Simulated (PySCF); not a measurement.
Cost of one run: geometry optimisation, 2-pyridinemethanethiol, `SCc1ccccn1`.

Method: PBE0-D3(BJ)/def2-SVP geometry optimisation, gas phase (PySCF 2.14.0). Work: geometry optimisation from a GFN2-xTB start, density fitting. The input is one job of a driver script: a line of settings, then coordinates in Å.

Input:
```
{"job": {"xc": "PBE0", "basis": "def2-SVP", "d3": "d3bj", "grid": 2, "kind": "geom"}, "charge": 0, "multiplicity": 1}
S      2.988392    -0.009668    -0.666625
C      1.805669    -0.835272     0.471244
C      0.424195    -0.313688     0.247902
C     -0.376621    -0.793010    -0.785135
C     -1.639498    -0.252002    -0.948600
C     -2.057583     0.747520    -0.082948
C     -1.179219     1.164041     0.905010
N      0.027185     0.651620     1.067588
H      2.765491     1.219459    -0.210360
H      1.885340    -1.895744     0.238056
H      2.132626    -0.640481     1.491120
H     -0.010714    -1.568556    -1.440483
H     -2.287263    -0.605877    -1.737434
H     -3.035468     1.193434    -0.174761
H     -1.446947     1.946214     1.603513
```

Hardware: an Arm Neoverse V2 with one thread, no GPU, shared host with 32 logical CPUs at a one-minute load of 21. PySCF's memory limit was set to 1600 MB.

The basis has 151 functions.

Problem. Which is nearest to the wall time?
A. 15 min
B. 1.9 min
C. 14 s

Solution. B. The run took 1.9 min. The run took 11 energy-and-gradient evaluations and 78 SCF cycles, 10 s an evaluation on average.

Problem. Estimate the peak memory.

Solution. About 0.73 GiB. Peak memory is the resident size of the whole Python process, interpreter and libraries included.

Problem. At this speed, how long would 5000 such jobs take on 8 cores, one job a core?

Solution. 5000/8 gives 625 rounds of 1.9 min, about 20 h of wall time and 160 core-hours, if the jobs don't slow each other.

The output:
```
step   0  E = -684.99451028  max force = 0.012357
step   1  E = -684.99609253  max force = 0.003496
step   2  E = -684.99613960  max force = 0.000503
step   3  E = -684.99614584  max force = 0.000587
step   4  E = -684.99615389  max force = 0.000688
step   5  E = -684.99617416  max force = 0.001407
step   6  E = -684.99622184  max force = 0.002310
step   7  E = -684.99627140  max force = 0.002798
step   8  E = -684.99634533  max force = 0.001424
step   9  E = -684.99636940  max force = 0.000521
step  10  E = -684.99637992  max force = 0.000313
optimisation converged
```

Energies in Eh; «max force» is the largest Cartesian gradient component in Eh/bohr.

Other jobs ran on the host; a repeat could differ by tens of per cent or more.

The run converged: final energy -684.99638 Eh after 10 steps; dipole 2.67 D.
